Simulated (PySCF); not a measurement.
hydrogen (H₂), SMILES [H][H]. The structure is a stationary point at PBE0-D3(BJ)/def2-TZVPD.

TDDFT-PBE/def2-TZVPD (PySCF 2.14.0) puts the lowest singlet excitations at 11.95, 13.33, 13.33, 14.93, 16.45, 16.45 eV.

Q: What are the lowest excitation roots from ADC(2)/aug-cc-pVDZ (PySCF)? (The exact figures need the calculation; the answer reports its results.)

A: 12.64, 13.08, 15.78, 15.78, 16.19, 20.16 eV. S1 differs by 0.69 eV (second minus first; roots are paired by order, and the bases may differ).
